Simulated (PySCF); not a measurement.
C5H6Cl2O.
InChI=1S/C5H6Cl2O/c1-2-8-4-3-5(6)7/h2-5H,1H2/b4-3-

Torsions of this conformer, `[CH2:1]=[CH:2][O:3]/[CH:4]=[CH:5]\[CH:6]([Cl:7])[Cl:8]`: C1–C2–O3–C4 180°, C2–O3–C4–C5 180°, C4–C5–C6–Cl7 -120°.

The closed-shell ground state was solved at several levels (PySCF, density fitting, gas phase, non-relativistic). Isolated species at its GFN2-xTB geometry (one conformer only).

```json
{"level": "PBE0/def2-SVPD", "basis functions": "225", "HOMO (eV)": "-6.94", "LUMO (eV)": "-0.71", "gap (eV)": "6.23", "dipole (D)": "3.64"}
{"level": "PBE0/pcSseg-1", "basis functions": "180", "HOMO (eV)": "-6.90", "LUMO (eV)": "-0.59", "gap (eV)": "6.31", "dipole (D)": "3.85"}
```

Task: Estimate the row for B3LYP/def2-SVPD, a basis of 225 functions; the other rows only guide the guess.

Result: HOMO -6.72 eV, LUMO -0.92 eV, gap 5.80 eV, dipole 3.60 D.

Task: Over all these levels, which gives the widest orbital gap and which the narrowest?

Result: PBE0/pcSseg-1 (global hybrid, 25 % exact exchange) has the widest, 6.31 eV, and B3LYP/def2-SVPD (global hybrid, 20 % exact exchange) the narrowest, 5.80 eV. Functional and basis both differ between the two, so the spread mixes both effects.

Task: How far do the dipole and the HOMO energy spread over the levels?

Result: The dipole runs from 3.60 to 3.85 D (mean 3.70 D) and the HOMO from -6.94 to -6.72 eV.
